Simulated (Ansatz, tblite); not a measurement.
Cost and result up the ladder for Co2Si5 (the lowest singlet isomer of a short search) (7 atoms). Charge 0, multiplicity 1. Geometry: PBE-D4/def2-SVP.

Cartesian coordinates in Å:
```
Co -0.974 1.040 -0.064
Co -0.240 -0.871 1.103
Si 1.039 -1.556 -0.576
Si 0.229 0.554 -1.864
Si -0.090 1.153 1.944
Si 1.443 0.703 0.244
Si -1.408 -1.022 -0.787
```

Ansatz on 4 threads of Arm Neoverse V2 on a shared host; xTB runs through tblite on one thread. Times are rough, summed over both states, and most runs start from the orbitals of an earlier one. No level here is sound enough to serve as a yardstick. The other state is a triplet at its own geometry, which has other bonds, so the gap mixes isomer and spin.

The xTB rows come from tblite. HOMO above LUMO, or a gap near zero within one spin, warns that the state may not be the lowest or that an electron is smeared out. The order of the spin states hangs on the level: the quintet lies 1.19 eV below the singlet at PBE0-D4/def2-TZVP, but 0.88 eV above it at LDA (SPW92)/def2-TZVP. The order of the spin states hangs on the level: the quintet lies 0.12 eV below the triplet at PBE0-D4/def2-TZVP, but 0.51 eV above it at LDA (SPW92)/def2-TZVP. The triplet is doubtful at PBE0-D4/def2-TZVP (⟨S²⟩ 3.22, where a pure state has 2.00). The structure comes from a short search, and lower isomers may exist.

Run but left out: HF/STO-3G (singlet: restricted singlet, unstable in another Hartree–Fock run and untested here); HF/def2-TZVP, MP2/def2-TZVP (singlet: restricted singlet, unstable towards broken spin symmetry); r2SCAN-D4/def2-TZVP, r2SCANh-D4/def2-TZVP, PBE0-D4/def2-TZVP (triplet: ⟨S²⟩ 2.56 to 3.22, where a pure state has 2.00).

xTB has no spin-polarisation term.

```csv
level,functions,wall time
GFN1-xTB,63,0.026 s
GFN2-xTB,63,0.045 s
LDA (SPW92)/def2-TZVP (with forces),275,14 s
PBE-D4/def2-TZVP,275,32 s
```

Question: Estimate what each level gives for the triplet − singlet (eV).

Answer: 
| level | triplet − singlet (eV) | remarks |
| --- | --- | --- |
| GFN1-xTB | 0.60 | – |
| GFN2-xTB | 0.08 | – |
| LDA (SPW92)/def2-TZVP (with forces) | 0.37 | gap within one spin near zero (triplet), restricted SCF unstable in HF (singlet) |
| PBE-D4/def2-TZVP | 0.14 | restricted SCF unstable in HF (singlet) |
